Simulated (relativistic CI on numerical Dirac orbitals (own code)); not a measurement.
## One change at a time: Au⁺

Base calculation: Dirac-Coulomb-Breit CI, orbitals from a KLI potential per configuration, model QED (radiative potential, 1s self-energy scaled to tabulated hydrogen-like ionisation energies), valence Slater integrals scaled by 0.85, P86 correlation energy added to each configuration.

Configuration list (outside the closed core [Xe] 4f14): 5d10, 5d9 6s, 5d9 6p, 5d9 7s, 5d9 6d, 5d9 7p, 5d9 8s, 5d9 5f, 5d9 7d, 5d9 8p, 5d9 6f, 5d9 5g, 5d9 8d, 5d9 7f. Double excitations out of closed p, d and f shells are left out; levels of such configurations are missing from the list, as are those of other unlisted configurations, and high levels can miss mixing partners.

Variants: (1) valence Slater integrals scaled by 0.75; (2) self-excluded LDA correlation estimate; (3) one mean potential for all configurations. Shifts of the energy above 5d10 1S_0, in cm⁻¹, for the lowest level and the first level of each name with at least 55 % of one term (blank where a level changes its place among those of its configuration and J or its character, or is not in the variant):

| Level | Base | Δ(1) | Δ(2) | Δ(3) | Measured |
| --- | --- | --- | --- | --- | --- |
| 5d10 1S_0 | 0.0 | 0.0 | 0.0 | 0.0 | 0.0 |
| 5d9 6s 3D_3 | 16873.8 | +249.6 | +144.0 | +1093.0 | 15039.6 |
| 5d9 6s 3D_2 | 20254.5 | -54.6 | +147.3 | +1135.0 | 17640.6 |
| 5d9 6s 3D_1 | 28860.2 | +183.4 | +143.5 | +1251.4 | 27765.8 |
| 5d9 6s 1D_2 | 32660.8 | -387.9 | +150.9 | +1300.2 | 29621.2 |
| 5d9 6p 3P°_2 | 64485.4 | +607.0 | +553.2 | +3205.5 | 63053.3 |
| 5d9 6p 3F°_4 | 72061.1 | +108.6 | +550.7 | +3703.9 | 72495.1 |
| 5d9 6p 3P°_1 | 73544.0 | +151.5 | +554.2 | +3786.0 | 73403.8 |
| 5d9 6p 3D°_3 | 75737.5 | -337.1 | +554.4 | +3847.1 | 74791.5 |
| 5d9 6p 3F°_2 | 78046.2 | +231.6 | +554.1 | +3689.5 | 76659.7 |
| 5d9 6p 3P°_0 | 81890.2 | +306.7 | +553.2 | +4081.7 | 82613.8 |
| 5d9 6p 1P°_1 | 83278.5 | -514.5 | +594.7 | +4254.8 | 81659.8 |
| 5d9 6p 3D°_1 | 86045.3 | -266.4 | +558.3 | +4244.4 | 85707.6 |
| 5d9 6p 3D°_2 | 87390.6 | -365.2 | +555.2 | +4257.3 | 86565.7 |
| 5d9 7s 3D_3 | 104082.4 | +51.0 | +3498.2 | +6751.5 | 108173.0 |
| 5d9 7s 1D_2 | 104617.3 | +2.7 | +3493.2 | +6824.3 | 108631.4 |
| 5d9 6d 3S_1 | 111244.5 | +192.8 | +3063.3 | +7023.1 |  |
| 5d9 6d 3P_2 | 112422.7 | +54.9 | +3064.8 | +7151.5 |  |
| 5d9 6d 3G_5 | 112483.6 | +90.7 | +3063.4 | +7115.1 |  |
| 5d9 6d 3D_3 | 112971.9 | -13.6 | +3064.3 | +7195.2 |  |
| 5d9 6d 1F_3 | 113345.8 | -21.0 | +3063.9 | +7211.6 |  |
| 5d9 6d 1D_2 | 113372.1 | -26.9 | +3064.0 | +7267.9 |  |

Correlation outside the listed configurations is missing or only estimated: errors of thousands of cm⁻¹ between configurations and terms are usual at this charge. Rates and lifetimes follow the computed energies and can be off by large factors. The fine structure of a lone outer electron comes out too small, for d and f at times inverted, and misplaced configurations move strength between like terms. 20 of the 31 excited levels that our extract of the measured tables holds in this range could be paired (the sources list more); they are missed by 1824 cm⁻¹ on average and 4627 at most, and levels without a partner can miss by more.

Measured levels: NIST Handbook of Basic Atomic Spectroscopic Data (Sansonetti and Martin, J. Phys. Chem. Ref. Data 34, 1559 (2005)).

Ionisation energy from the two ground configurations alone: base 19.76 eV; self-excluded LDA correlation estimate 19.99 eV. The NIST ASD value (measured) is 20.203 eV. The gap of more than 2 % comes from missing correlation.

LS names give the leading component of a level, which can be under half, so a name can repeat, a term be missing and a line seem to break the LS rules.
